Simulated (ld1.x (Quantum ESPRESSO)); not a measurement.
**Configuration tests for Ca (TM semilocal)**

```json
{
  "Element": "calcium (Ca)",
  "Generator": "ld1.x (Quantum ESPRESSO) 7.5",
  "Type": "norm-conserving Troullier–Martins (semilocal form)",
  "Functional": "PBE",
  "Relativity": "scalar-relativistic",
  "Frozen core": "[Ar]",
  "Valence charge": "2",
  "Reference configuration": "3d0 4s1.75 4p0 (charge +0.25)",
  "Partial waves": "4s (bound): rc 3.00 bohr; 4p (bound, empty): rc 1.60 bohr; 3d (bound, empty): rc 2.70 bohr",
  "Local potential": "the d channel",
  "Core correction": "a·sin(br)/r model core inside 1.55 bohr"
}
```

Energies are relative to the spin-unpolarised reference configuration 3d0 4s1.75 4p0; without spin polarisation the order of configurations can differ from experiment. Not all tests gave a result: 1 of 7 tests not solved or not reliable.

| valence configuration | charge | ΔE all-electron (eV) | error AE − PS (meV) |
| --- | --- | --- | --- |
| 3d0 4s1 4p0 | +1 | 5.215 | -1.2 |
| 3d1 4s0 4p0 | +1 | 6.594 | -137 |
| 3d0.5 4s1.5 4p0 | 0 | -0.042 | -28 |
| 3d1 4s1 4p0 | 0 | 1.188 | -81 |

Task: What are ΔE and the potential's error for 3d0 4s2 4p0?

Result: ΔE = -1.095 eV all-electron; the error (AE − PS) is +0.1 meV.

Task: What are ΔE and the potential's error for 3d0 4s1.5 4p0?

Result: ΔE = 1.409 eV all-electron; the error (AE − PS) is -0.1 meV.

Levels in the configuration 3d1 4s1 4p0:

| level | all-electron (eV) | pseudo (eV) |
| --- | --- | --- |
| 3d | -0.763 | -0.723 |
| 4s | -3.316 | -3.389 |

The ghost test of this file was not conclusive. The 4p radius (1.60 bohr) lies inside the outermost node of the all-electron wave (1.62 bohr), which a nodeless pseudo-wave cannot match soundly.
